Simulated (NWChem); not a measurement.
BH₃O; SMILES OB

All runs: NWChem. Structure relaxed at the PBE0/def2-SVP level. Ions are spin-unrestricted doublets at the neutral geometry; other ion states weren't tried.

For level PBE/def2-SVP:

```
Item                                   Result
-------------------------------------  ------
vertical ionisation energy, ΔSCF (eV)   11.31
−ε(HOMO) (eV)                            7.15
```

Q: What are these values for level B3LYP/def2-SVP?

A: 
| Quantity | Result |
|---|---|
| vertical ionisation energy, ΔSCF (eV) | 11.67 |
| −ε(HOMO) (eV) | 8.47 |
